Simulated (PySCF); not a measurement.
## Excitation energy of Ca by level of theory

Ca [Ar] 4s2 (1S) → Ca [Ar] 3d2 (3F), as a difference of total energies. Computed with PySCF 2.14 in aug-cc-pVQZ-X2C (8s7p5d3f2g, 93 functions), with the spin-free X2C one-electron Hamiltonian (Gaussian nucleus). Correlated levels: valence: [Ar] frozen. The calculations carry no spin-orbit coupling.

```
           method  excitation energy (eV)
              UHF                   5.419
    MP2 (valence)                   5.761
SCS-MP2 (valence)                   6.020
   CCSD (valence)                   5.750
```

Problem. How much does correlation contribute at MP2 (valence)?

Solution. 5.761 − (5.419) = 0.342 eV, measured against UHF.

With two correlated electrons CCSD is exact in that space.

The coupled-cluster amplitudes are large for the upper state (T1 above 0.03 or a double amplitude above 0.15), so a single reference is strained.
